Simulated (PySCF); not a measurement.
Si(H)(Me)(OMe)(NH2) (C2H9NOSi), SMILES CO[SiH](C)N.

Geometry optimised at B3LYP-D3(BJ)/def2-SVP. One conformer was computed; it need not be the lowest.

Two levels are set side by side: PBE/def2-TZVP (PySCF) and B3LYP/def2-TZVP (PySCF). Same geometry, gas phase. Differences are taken from unrounded values.

```tsv
quantity	B3LYP	PBE	PBE minus B3LYP
orbital gap (eV)	7.71	5.99	-1.72
highest occupied level (eV)	-7.15	-5.92	1.23
lowest empty level (eV)	0.56	0.07	-0.49
dipole moment (D)	1.51	1.47	-0.04
mean polarisability (bohr³)	61.5	63.8	2.4
```

PBE's occupied levels lie high since its potential decays too fast outside the molecule; exact exchange lowers them and widens the gap. PBE's more diffuse valence density responds more strongly to a field. Differences between two approximate levels are no errors against the true value.

Rough cost on one machine, each run with all the roots and properties that it gave: B3LYP against PBE within a factor of 2.
